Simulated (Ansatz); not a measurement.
Consider the cleavage of the Al–Ge bond: `[CH3][Al]([F])[GeH3]` + CH₃NH₂ → `C[NH][Al]([CH3])[F]` + GeH₄.

Program: Ansatz. Geometries: PBE0-D4/def2-TZVP. ΔE: electronic, gas phase. CCSD(T)/CBS adds triple-zeta CCSD(T) − MP2 to the extrapolated MP2 energy (def2 sets, frozen cores). Functionals use def2-TZVPP. B3LYP here is the variant with VWN-RPA as its local correlation; programs differ in this. HSE06 is defined as in plane-wave codes. For Ge outer-core shells are correlated without core-valence functions, which leaves a few kJ/mol of doubt a bond. Scalar relativity is left out up to krypton. Each species was taken in one conformer, which may not be the lowest.

```json
{"level": "LDA (SPW92)", "ΔE (kJ/mol)": "-60.7", "difference from CCSD(T)/CBS": "4.7"}
{"level": "PBE-D4", "ΔE (kJ/mol)": "-53.9", "difference from CCSD(T)/CBS": "11.5"}
{"level": "revPBE-D4", "ΔE (kJ/mol)": "-56.7", "difference from CCSD(T)/CBS": "8.7"}
{"level": "BLYP-D4", "ΔE (kJ/mol)": "-66.7", "difference from CCSD(T)/CBS": "-1.3"}
{"level": "r2SCAN-D4", "ΔE (kJ/mol)": "-66.1", "difference from CCSD(T)/CBS": "-0.7"}
{"level": "B97M-V", "ΔE (kJ/mol)": "-71.8", "difference from CCSD(T)/CBS": "-6.4"}
{"level": "PBE0-D4", "ΔE (kJ/mol)": "-56.7", "difference from CCSD(T)/CBS": "8.7"}
{"level": "r2SCANh-D4", "ΔE (kJ/mol)": "-65.9", "difference from CCSD(T)/CBS": "-0.5"}
{"level": "r2SCAN0-D4", "ΔE (kJ/mol)": "-65.8", "difference from CCSD(T)/CBS": "-0.4"}
{"level": "HSE06-D4", "ΔE (kJ/mol)": "-56.4", "difference from CCSD(T)/CBS": "9.0"}
{"level": "CAM-B3LYP-D4", "ΔE (kJ/mol)": "-73.0", "difference from CCSD(T)/CBS": "-7.6"}
{"level": "ωB97X-V", "ΔE (kJ/mol)": "-67.0", "difference from CCSD(T)/CBS": "-1.6"}
{"level": "ωB97M-V", "ΔE (kJ/mol)": "-68.5", "difference from CCSD(T)/CBS": "-3.1"}
{"level": "B2PLYP", "ΔE (kJ/mol)": "-69.2", "difference from CCSD(T)/CBS": "-3.8"}
{"level": "PBE-QIDH", "ΔE (kJ/mol)": "-64.0", "difference from CCSD(T)/CBS": "1.4"}
{"level": "revPBE", "ΔE (kJ/mol)": "-48.9", "difference from CCSD(T)/CBS": "16.5"}
{"level": "BLYP", "ΔE (kJ/mol)": "-61.8", "difference from CCSD(T)/CBS": "3.6"}
{"level": "r2SCAN", "ΔE (kJ/mol)": "-65.4", "difference from CCSD(T)/CBS": "0.0"}
{"level": "PBE0", "ΔE (kJ/mol)": "-55.0", "difference from CCSD(T)/CBS": "10.4"}
{"level": "B3LYP", "ΔE (kJ/mol)": "-64.7", "difference from CCSD(T)/CBS": "0.7"}
{"level": "r2SCANh", "ΔE (kJ/mol)": "-65.3", "difference from CCSD(T)/CBS": "0.1"}
{"level": "r2SCAN0", "ΔE (kJ/mol)": "-65.1", "difference from CCSD(T)/CBS": "0.3"}
{"level": "HSE06", "ΔE (kJ/mol)": "-54.8", "difference from CCSD(T)/CBS": "10.6"}
{"level": "BHLYP", "ΔE (kJ/mol)": "-69.7", "difference from CCSD(T)/CBS": "-4.3"}
{"level": "CAM-B3LYP", "ΔE (kJ/mol)": "-71.4", "difference from CCSD(T)/CBS": "-6.0"}
{"level": "LC-ωPBE", "ΔE (kJ/mol)": "-64.6", "difference from CCSD(T)/CBS": "0.8"}
{"level": "RPA@PBE/def2-TZVPP", "ΔE (kJ/mol)": "-68.0", "difference from CCSD(T)/CBS": "-2.6"}
{"level": "HF/def2-SVP", "ΔE (kJ/mol)": "-77.8", "difference from CCSD(T)/CBS": "-12.4"}
{"level": "MP2/def2-SVP", "ΔE (kJ/mol)": "-81.0", "difference from CCSD(T)/CBS": "-15.6"}
{"level": "CCSD/def2-SVP", "ΔE (kJ/mol)": "-76.0", "difference from CCSD(T)/CBS": "-10.6"}
{"level": "CCSD(T)/def2-SVP", "ΔE (kJ/mol)": "-75.7", "difference from CCSD(T)/CBS": "-10.3"}
{"level": "HF/def2-TZVPP", "ΔE (kJ/mol)": "-72.9", "difference from CCSD(T)/CBS": "-7.5"}
{"level": "MP2/def2-TZVPP", "ΔE (kJ/mol)": "-73.8", "difference from CCSD(T)/CBS": "-8.4"}
{"level": "SCS-MP2/def2-TZVPP", "ΔE (kJ/mol)": "-74.7", "difference from CCSD(T)/CBS": "-9.3"}
{"level": "CCSD/def2-TZVPP", "ΔE (kJ/mol)": "-68.6", "difference from CCSD(T)/CBS": "-3.2"}
{"level": "CCSD(T)/def2-TZVPP", "ΔE (kJ/mol)": "-68.2", "difference from CCSD(T)/CBS": "-2.8"}
{"level": "HF/def2-QZVPP", "ΔE (kJ/mol)": "-74.2", "difference from CCSD(T)/CBS": "-8.8"}
{"level": "MP2/def2-QZVPP", "ΔE (kJ/mol)": "-72.7", "difference from CCSD(T)/CBS": "-7.3"}
{"level": "SCS-MP2/def2-QZVPP", "ΔE (kJ/mol)": "-74.0", "difference from CCSD(T)/CBS": "-8.6"}
{"level": "HF/CBS(def2)", "ΔE (kJ/mol)": "-74.4", "difference from CCSD(T)/CBS": "-9.0"}
{"level": "CCSD(T)/CBS", "ΔE (kJ/mol)": "-65.4", "difference from CCSD(T)/CBS": "0"}
```

Largest T1 diagnostic among the species: 0.012.

Leaving LDA and LC-ωPBE aside and taking each functional with its dispersion term where it has one, the values spread over 19.1 kJ/mol, from CAM-B3LYP-D4 to PBE-D4. LDA lies −8.9 kJ/mol from PBE without D4. At CCSD(T), def2-SVP lies −10.3 kJ/mol from the extrapolated value and def2-TZVPP −2.8 kJ/mol.
